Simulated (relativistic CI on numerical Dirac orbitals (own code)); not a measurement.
**Sc3+ in a cubic cluster: L2,3 absorption with charge transfer**

Computed with a charge-transfer multiplet model of a cubic metal-ligand cluster with up to 2 ligand holes, Slater and spin-orbit integrals from Dirac-Coulomb-Breit ions, Slater integrals scaled by 0.9. The ground state mixes d0 with configurations of k ligand holes L, whose averages lie at kΔ + k(k − 1)U_dd/2; a core hole lowers each added d electron by U_cd. 300 K, Lorentzian 0.4 eV and Gaussian 0.3 eV FWHM.

Atomic integrals in eV (Slater integrals scaled, ζ unscaled), ground: F2dd 5.299, F4dd 3.246, zeta_d 0.005; with the core hole: F2dd 5.299, F4dd 3.246, zeta_d 0.020, zeta_core 3.005, F2cd 4.627, G1cd 3.325, G3cd 1.884. Where a configuration has fewer than two d electrons, the dd integrals are those of d2.

Cluster parameters (eV): U_dd = 5.4, U_cd = 7, 10Dq = 1.8, 10Dq(ligand) = 0.5, V(eg) = 1.7, V(t2g) = -0.81, final-state hopping factor = 1.

Weights, n_d and S are thermal averages at 300 K. Photon energies count from the first peak over 30 % of the highest in each spectrum, which can be another peak from case to case. The parameters are a model scan and need not match a compound or its usual spin state. Peaks in eV (height, largest 100): 0.0 (33), 2.3 (58), 4.5 (56), 6.6 (100), 9.3 (6).

**Question.** Which parameters give this spectrum?
A. Δ = 3.8 eV
B. Δ = 2.8 eV
C. Δ = -0.2 eV

**Answer.** A. Δ = 3.8 eV; the ground state then has 0.40 d electrons and S = 0.00. The choice follows from running the model for each set and comparing peak positions and heights. The space is cut while the next configuration still counts.
